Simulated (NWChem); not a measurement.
Species: hydronium (H$_{3}$O cation); SMILES [OH3+]

```xyz
4

O      0.0000     0.0000     0.0788
H      0.6693     0.6693    -0.2074
H      0.2450    -0.9143    -0.2074
H     -0.9143     0.2450    -0.2074
```
Atoms are numbered in this order, from 1.

Program: NWChem. Geometry optimised at B3LYP/6-31G*; all other runs use it. Pople sets run with spherical d functions. Vzz has the sign of the potential's second derivative.

| quantity | level | value |
|---|---|---|
| vertical, lowest state with f > 0.02, singlet (eV) | LDA (Slater exchange, VWN5)/def2-SVPD, TDA | 11.08 |
| solvation free energy (kcal/mol) in water | B3LYP/def2-SVP, SMD | -95.1 |
| highest occupied level (eV) | B3LYP/def2-SVP | -20.19 |
| Vzz O1 (a.u.) | B3LYP/def2-TZVP | -1.852 |
| J(1H atom 3, 1H atom 4) (Hz) | B3LYP/IGLO-III | -4.1 |
| highest harmonic frequency (cm⁻¹) | B3LYP/6-31G* | 3597 |
